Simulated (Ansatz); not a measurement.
Consider the hydrogenolysis of a C–Si bond: `F[Si@H]1N[C@@H]1[SiH3]` + H₂ → `F[SiH]1CN1` + SiH₄.

Gas-phase electronic energies from Ansatz, PBE0-D4/def2-TZVP geometries. CCSD(T)/CBS adds triple-zeta CCSD(T) − MP2 to the extrapolated MP2 energy (def2 sets, frozen cores). This one scheme is used for every species. Functionals use def2-TZVPP. B3LYP here is the variant with VWN-RPA as its local correlation; programs differ in this.

```tsv
level	ΔE (kcal/mol)	difference from CCSD(T)/CBS
PBE-D4	-2.8	0.5
r2SCAN-D4	-3.0	0.3
PBE0-D4	-3.9	-0.6
B3LYP-D4	-4.3	-1.0
ωB97X-V	-4.9	-1.6
ωB97M-V	-4.2	-0.9
PBE	-4.6	-1.3
PBE0	-5.5	-2.2
B3LYP	-7.3	-4.0
HF/def2-TZVPP	-11.0	-7.7
CCSD/def2-TZVPP	-5.8	-2.5
HF/def2-QZVPP	-10.9	-7.6
MP2/def2-QZVPP	-2.1	1.2
SCS-MP2/def2-QZVPP	-4.0	-0.7
HF/CBS(def2)	-10.9	-7.6
CCSD/CBS(def2)	-4.8	-1.5
CCSD(T)/CBS	-3.3	0
```

Largest T1 diagnostic among the species: 0.013.

From PBE to PBE0 (25 % exact exchange), in def2-TZVPP and without D4, ΔE moves by −0.9 kcal/mol. In def2-TZVPP, CCSD(T) changes the Hartree–Fock value by +6.7 kcal/mol (the triples alone add +1.5 kcal/mol) and MP2 by +8.3 kcal/mol. The D4 term adds +3.0 kcal/mol with B3LYP and +1.6 kcal/mol with PBE0; it sums over pairs of atoms, weighted by their polarisabilities, and B3LYP, whose exchange is more repulsive, gets the larger term.
